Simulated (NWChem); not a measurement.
System: C$_{2}$H$_{4}$FNSi; SMILES C#C[Si@@H](N)F

Parts of the log:

```
             Northwest Computational Chemistry Package (NWChem) 7.3.0
             --------------------------------------------------------

 C1  symmetry detected

                             Geometry "geometry" -> ""
                             -------------------------

 Output coordinates in angstroms (scale by  1.889725989 to convert to a.u.)

  No.       Tag          Charge          X              Y              Z
 ---- ---------------- ---------- -------------- -------------- --------------
    1 C                    6.0000     0.01197609     2.54978169    -0.15708034
    2 C                    6.0000     0.01577086     1.34957172     0.04159947
    3 Si                  14.0000     0.02822340    -0.45087130     0.36781606
    4 N                    7.0000    -1.39724898    -1.11975905    -0.27965132
    5 F                    9.0000     1.39546602    -1.02381211    -0.30742966
    6 H                    1.0000     0.00873335     3.61136093    -0.33272314
    7 H                    1.0000     0.12347968    -0.77503404     1.81014697
    8 H                    1.0000    -1.76557157    -0.81446247    -1.17271258
    9 H                    1.0000    -1.70670205    -2.05316436    -0.03682468

 Effective nuclear repulsion energy (a.u.)     207.9164119682

  xc_inp: hfexch multiplicative factor not found.

                                 NWChem DFT Module
                                 -----------------

 Summary of "ao basis" -> "ao basis" (spherical)
 ------------------------------------------------------------------------------
       Tag                 Description            Shells   Functions and Types
 ---------------- ------------------------------  ------  ---------------------
 C                          def2-svp                 6       14   3s2p1d
 Si                         def2-svp                 8       18   4s3p1d
 N                          def2-svp                 6       14   3s2p1d
 F                          def2-svp                 6       14   3s2p1d
 H                          def2-svp                 3        5   2s1p

            General Information
            -------------------
          SCF calculation type: DFT
          Wavefunction type:  closed shell.
          No. of atoms     :     9
          No. of electrons :    46
           Alpha electrons :    23
            Beta electrons :    23
          Charge           :     0
          Spin multiplicity:     1
          Use of symmetry is: off; symmetry adaption is: off
          Maximum number of iterations: 150
          AO basis - number of functions:    94
                     number of shells:    44
          Convergence on energy requested:  1.00D-06
          Convergence on density requested:  1.00D-05
          Convergence on gradient requested:  5.00D-04

              XC Information
              --------------
                     Hartree-Fock (Exact) Exchange  1.000

      Superposition of Atomic Density Guess
      -------------------------------------

 Sum of atomic energies:        -519.52197439

      Non-variational initial energy
      ------------------------------

 Total energy =    -521.478007
 1-e energy   =   -1128.878744
 2-e energy   =     399.484325
 HOMO         =      -0.357822
 LUMO         =       0.009036

     ---------------------------------------------
      Total Density - Mulliken Population Analysis
     ---------------------------------------------

    Atom       Charge   Shell Charges
 -----------   ------   -------------------------------------------------------
    1 C    6     6.16   1.99  0.98  0.57  1.85  0.73  0.03
    2 C    6     6.25   1.99  1.01  0.31  1.97  0.93  0.03
    3 Si  14    12.80   2.00  1.99  0.88  0.16  5.93  0.93  0.60  0.30
    4 N    7     7.74   1.99  1.02  0.44  2.59  1.69  0.01
    5 F    9     9.58   1.99  1.15  0.78  3.52  2.14  0.00
    6 H    1     0.88   0.63  0.22  0.03
    7 H    1     1.10   0.70  0.39  0.01
    8 H    1     0.75   0.58  0.12  0.04
    9 H    1     0.75   0.58  0.12  0.04

   convergence    iter        energy       DeltaE   RMS-Dens  Diis-err
 ---------------- ----- ----------------- --------- --------- ---------
 d= 0,ls=0.0,diis     1   -520.5748309237 -7.28D+02  8.27D-03  6.14D-01
 d= 0,ls=0.0,diis     2   -520.6426067521 -6.78D-02  2.41D-03  1.41D-01
 d= 0,ls=0.0,diis     3   -520.6557905398 -1.32D-02  1.07D-03  6.04D-03
 d= 0,ls=0.0,diis     4   -520.6567451375 -9.55D-04  2.09D-04  2.53D-04
 d= 0,ls=0.0,diis     5   -520.6567834522 -3.83D-05  4.15D-05  2.57D-05
  Resetting Diis
 d= 0,ls=0.0,diis     6   -520.6567876749 -4.22D-06  1.97D-05  3.75D-06
 d= 0,ls=0.0,diis     7   -520.6567885423 -8.67D-07  8.83D-06  5.34D-07

         Total DFT energy =     -520.656788542346
      One electron energy =    -1132.412762650766
           Coulomb energy =      452.709342838763
    Exchange-Corr. energy =      -48.869780698507
 Nuclear repulsion energy =      207.916411968164

 Numeric. integr. density =        0.000000000000

                       DFT Final Molecular Orbital Analysis
                       ------------------------------------

 Vector   21  Occ=2.000000D+00  E=-4.383068D-01
              MO Center= -1.1D+00, -6.3D-01, -1.8D-01, r^2= 2.5D+00
   Bfn.  Coefficient  Atom+Function         Bfn.  Coefficient  Atom+Function
  ----- ------------  ---------------      ----- ------------  ---------------
    50      0.337732  4 N  px                53     -0.301093  4 N  px
    52     -0.287188  4 N  pz                55      0.251311  4 N  pz
    51     -0.234281  4 N  py                54      0.207425  4 N  py
    18     -0.153219  2 C  px                 4     -0.141689  1 C  px
    64      0.118455  5 F  px                21     -0.101865  2 C  px

 Vector   22  Occ=2.000000D+00  E=-4.112656D-01
              MO Center=  8.9D-03,  1.8D+00,  9.1D-04, r^2= 1.8D+00
   Bfn.  Coefficient  Atom+Function         Bfn.  Coefficient  Atom+Function
  ----- ------------  ---------------      ----- ------------  ---------------
    20      0.385911  2 C  pz                 6      0.382916  1 C  pz
    23      0.271759  2 C  pz                 9      0.243698  1 C  pz
    80     -0.093157  7 H  s                 81     -0.073311  7 H  s
     5      0.066202  1 C  py                 4      0.060989  1 C  px
    18      0.060300  2 C  px                19      0.056597  2 C  py

 Vector   23  Occ=2.000000D+00  E=-4.081745D-01
              MO Center= -2.0D-01,  1.5D+00, -8.3D-02, r^2= 2.8D+00
   Bfn.  Coefficient  Atom+Function         Bfn.  Coefficient  Atom+Function
  ----- ------------  ---------------      ----- ------------  ---------------
     4      0.370922  1 C  px                18      0.364897  2 C  px
    21      0.248542  2 C  px                 7      0.239912  1 C  px
    51     -0.133967  4 N  py                52     -0.133853  4 N  pz
    50      0.122384  4 N  px                53     -0.120526  4 N  px
    54      0.119065  4 N  py                55      0.114853  4 N  pz

 Vector   24  Occ=0.000000D+00  E= 1.335630D-01
              MO Center= -2.6D-01,  7.0D-01, -5.6D-02, r^2= 5.5D+00
   Bfn.  Coefficient  Atom+Function         Bfn.  Coefficient  Atom+Function
  ----- ------------  ---------------      ----- ------------  ---------------
    49      0.779840  4 N  s                  9     -0.540663  1 C  pz
    91     -0.435468  9 H  s                 23      0.419918  2 C  pz
    41      0.410942  3 Si pz                40      0.357828  3 Si py
    81     -0.346830  7 H  s                 86     -0.337495  8 H  s
     6     -0.280295  1 C  pz                17     -0.223127  2 C  s

 Vector   25  Occ=0.000000D+00  E= 1.443542D-01
              MO Center= -8.9D-02,  1.1D+00,  1.3D-01, r^2= 4.1D+00
   Bfn.  Coefficient  Atom+Function         Bfn.  Coefficient  Atom+Function
  ----- ------------  ---------------      ----- ------------  ---------------
     7      0.561521  1 C  px                39     -0.560645  3 Si px
    49     -0.525210  4 N  s                 21     -0.436157  2 C  px
     4      0.294925  1 C  px                63      0.245360  5 F  s
    91      0.224926  9 H  s                 18     -0.219546  2 C  px
     9     -0.206483  1 C  pz                32      0.167981  3 Si s

 Vector   26  Occ=0.000000D+00  E= 1.890525D-01
              MO Center= -1.1D+00, -7.2D-01, -3.6D-01, r^2= 6.7D+00
   Bfn.  Coefficient  Atom+Function         Bfn.  Coefficient  Atom+Function
  ----- ------------  ---------------      ----- ------------  ---------------
    49      1.318031  4 N  s                 86     -0.961999  8 H  s
    91     -0.786469  9 H  s                 32     -0.771214  3 Si s
    81      0.679456  7 H  s                  9      0.304042  1 C  pz
    41     -0.301903  3 Si pz                 7      0.246706  1 C  px
    21     -0.241932  2 C  px                40      0.241240  3 Si py

     ---------------------------------------------
      Total Density - Mulliken Population Analysis
     ---------------------------------------------

    Atom       Charge   Shell Charges
 -----------   ------   -------------------------------------------------------
    1 C    6     6.21   1.99  0.89  0.48  1.91  0.92  0.03
    2 C    6     6.21   1.99  0.90  0.28  1.95  1.05  0.03
    3 Si  14    12.81   2.00  1.99  0.86 -0.00  5.94  1.11  0.48  0.44
    4 N    7     7.54   1.99  0.93  0.50  2.43  1.69  0.01
    5 F    9     9.48   1.99  1.11  0.83  3.34  2.20  0.00
    6 H    1     0.91   0.73  0.15  0.03
    7 H    1     1.17   0.76  0.40  0.01
    8 H    1     0.84   0.70  0.09  0.05
    9 H    1     0.84   0.70  0.09  0.05

     -------------------------------------------
      Total Density - Lowdin Population Analysis
     -------------------------------------------

    Atom       Charge   Shell Charges
 -----------   ------   -------------------------------------------------------
    1 C    6     6.02   1.97  0.63  0.36  1.73  1.28  0.06
    2 C    6     6.24   1.97  0.66  0.38  1.81  1.37  0.05
    3 Si  14    13.28   2.00  1.92  0.54  0.27  5.82  1.17  0.85  0.70
    4 N    7     7.25   1.97  0.69  0.44  2.25  1.88  0.02
    5 F    9     9.29   1.98  1.01  0.78  3.23  2.29  0.01
    6 H    1     0.95   0.61  0.27  0.08
    7 H    1     1.13   0.67  0.44  0.02
    8 H    1     0.92   0.59  0.20  0.13
    9 H    1     0.93   0.59  0.20  0.13

     Multipole analysis of the density
     ---------------------------------

     L   x y z        total         alpha         beta         nuclear
     -   - - -        -----         -----         ----         -------
     0   0 0 0     -0.000000    -23.000000    -23.000000     46.000000

     1   1 0 0     -0.833805     -0.416902     -0.416902      0.000000
     1   0 1 0      0.156078      0.078039      0.078039     -0.000000
     1   0 0 1     -0.123019     -0.061509     -0.061509     -0.000000

     2   2 0 0    -28.886508    -80.956049    -80.956049    133.025590
     2   1 1 0      3.128998     -3.978793     -3.978793     11.086585
     2   1 0 1      2.090488     -1.393935     -1.393935      4.878358
     2   0 2 0    -20.035526   -169.848877   -169.848877    319.662229
     2   0 1 1     -1.136495      1.104845      1.104845     -3.346185
     2   0 0 2    -26.689555    -28.011975    -28.011975     29.334394
```

Level: Hartree-Fock/def2-SVP. Coordinates come from a PBE0/def2-SVP optimisation.

**Question.** Write an input that gives this output.

**Answer.** Several could match; the one computed here: the input that was run:
```
start job
memory heap 200 mb stack 900 mb global 1100 mb
geometry units angstroms noautoz
  C      0.015059     2.564036    -0.126880
  C      0.038337     1.360466     0.048817
  Si     0.084012    -0.445555     0.339281
  N     -1.425041    -1.095496    -0.106737
  F      1.335075    -1.013313    -0.535969
  H     -0.005405     3.628585    -0.282212
  H      0.383963    -0.795902     1.747031
  H     -1.916061    -0.772427    -0.931935
  H     -1.703316    -2.031498     0.162400
end
basis spherical
  * library def2-svp
end
dft
  xc hfexch
  iterations 150
  mulliken
end
task dft energy
```
